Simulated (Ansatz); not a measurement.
Geometry optimisation, RHF/def2-SVP (Ansatz).

input.yaml

```yaml
crystal:
  periodic: [false, false, false]
  atoms:
    - { symbol: W, position_ang: [0.0, 0.0, 0.0] }
    - { symbol: H, position_ang: [0.0, 0.0, 2.07] }
    - { symbol: H, position_ang: [1.72, 0.0, 0.0] }
    - { symbol: H, position_ang: [0.0, 1.72, 0.0] }
    - { symbol: F, position_ang: [-1.85, 0.0, 0.0] }
    - { symbol: F, position_ang: [0.0, -1.85, 0.0] }
    - { symbol: F, position_ang: [0.0, 0.0, -1.85] }
    - { symbol: "N", position_ang: [1.5589, -1.6343, 0.7505] }
    - { symbol: H, position_ang: [1.2569, -2.6447, 0.8582] }
    - { symbol: H, position_ang: [2.5551, -1.3519, 0.977] }
    - { symbol: H, position_ang: [0.7487, -0.785, 1.9573] }
basis:
  gaussian: { orbitals: def2-SVP }
hamiltonian:
  xc: hf
relax:
  f_tol: 0.15
  max_steps: 25
  restrain:
    - { distance: [0, 7], at: 2.08, k: 30.0 }
    - { distance: [10, 1], at: 0.66, k: 30.0 }
    - { distance: [0, 1], at: 2.92, k: 30.0 }
    - { distance: [10, 7], at: 2.26, k: 30.0 }
output:
  orbitals: {}
```

Command:

```bash
$ ansatz run input.yaml --threads 2 --pin off --max-ram 3072MiB --backend cpu --events-out ev --progress --plain --runs-dir out
```

Q: Where does it end, and by what steps?

A: The run converged. The restraints hold the end off the free minimum; the threshold counts their pulls, which the force column leaves out. Restrained pairs: W1–N8 (2.38 → 2.02 Å), H2–H11 (1.09 → 0.71 Å), W1–H2 (2.07 → 2.92 Å), N8–H11 (1.68 → 2.28 Å). After 12 steps the energy has fallen by 9.475 eV (the restraints' own energy left out); H4 moved furthest, 1.16 Å. The start is strongly strained (largest force component 12 eV/Å), so its close contacts needn't be bonds.

| step | energy less start (eV) | largest force component (eV/Å) | accepted |
| --- | --- | --- | --- |
| 0 | 0.0000 | 12.463 | yes |
| 1 | -2.9912 | 8.995 | yes |
| 2 | -5.3691 | 5.514 | yes |
| 3 | -7.6898 | 2.786 | yes |
| 4 | -8.7263 | 1.081 | yes |
| 5 | -9.1509 | 1.429 | yes |
| 6 | -9.1845 | 1.229 | yes |
| 7 | -9.2291 | 1.511 | yes |
| 8 | -9.3245 | 1.670 | yes |
| 9 | -9.4362 | 1.655 | yes |
| 10 | -9.4529 | 1.594 | yes |
| 11 | -9.4743 | 1.450 | yes |
| 12 | -9.4747 | 1.441 | yes |

```xyz
11
Properties=species:S:1:pos:R:3
W 0.160 -0.343 -0.320
H -0.342 -0.549 2.551
H 1.587 0.413 -0.715
H 0.639 0.958 0.598
F -1.466 0.541 -0.024
F -0.633 -2.009 0.107
F 0.025 -0.259 -2.158
N 1.662 -1.331 0.591
H 1.472 -2.197 1.062
H 2.593 -0.995 0.746
H 0.293 -0.776 2.324
```

Run time: 51 s on 2 threads of Arm Neoverse N1, with other jobs on the host, peak memory 0.33 GiB.
